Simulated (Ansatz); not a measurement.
Consider the atomization: `[CH3][In]([Cl])[C]#N` → 2 C• + Cl• + 3 H• + In• + N•.

Computed with Ansatz on PBE0-D4/def2-TZVP structures; ΔE is electronic, products minus reactants. CBS: MP2 limit from def2 TZ/QZ plus the TZ coupled-cluster correction, frozen cores. This one scheme is used for every species, atoms too. DFT in def2-TZVPP. B3LYP here is the variant with VWN-RPA as its local correlation; programs differ in this. HSE06 is defined as in plane-wave codes. Open shells (•) are unrestricted, without spin–orbit coupling. Spin–orbit coupling would lower the free atoms: a little for C, Cl; strongly for In. Elements past krypton have def2 core potentials. For In outer-core shells are correlated without core-valence functions, so the limit isn't a true one: a few kJ/mol of doubt a bond, and 10 to 20 or more in all where bonds break to atoms.

Question: What is ΔE at CCSD(T)/CBS? (Estimate.)

Answer: Computed: +30.83 eV.

Question: What do these levels give: PBE-D4, BLYP-D4, B3LYP-D4, HSE06-D4, CAM-B3LYP-D4, B2PLYP, revPBE, r2SCAN0, HSE06, CCSD/def2-TZVPP, HF/def2-QZVPP, MP2/def2-QZVPP? (An estimate is asked.)

Answer: Computed: PBE-D4 31.60, BLYP-D4 30.66, B3LYP-D4 30.52, HSE06-D4 30.84, CAM-B3LYP-D4 30.69, B2PLYP 30.43, revPBE 30.22, r2SCAN0 29.97, HSE06 30.70, CCSD/def2-TZVPP 29.28, HF/def2-QZVPP 21.51, MP2/def2-QZVPP 31.33 eV.

Largest T1 diagnostic among the species: 0.015.

In def2-TZVPP, CCSD(T) changes the Hartree–Fock value by +8.50 eV (the triples alone add +0.69 eV) and MP2 by +9.35 eV; breaking electron pairs costs correlation energy, which Hartree–Fock lacks. Leaving LDA and LC-ωPBE aside and taking each functional with its dispersion term where it has one, the values, not all of them listed here, spread over 2.16 eV, from BHLYP-D4 to PBE-D4. LDA lies +3.85 eV from PBE without D4, its usual overbinding. From BLYP to BHLYP (50 % exact exchange), in def2-TZVPP and without D4, ΔE moves by −1.11 eV: exact exchange takes away binding that semilocal exchange gives to molecules.

For atomizations the MP2-based limit and the directly extrapolated one differ by several kJ/mol either way, and by 10 to 25 for some Ge, Se and Sn compounds, so smaller differences from it don't rank the levels.
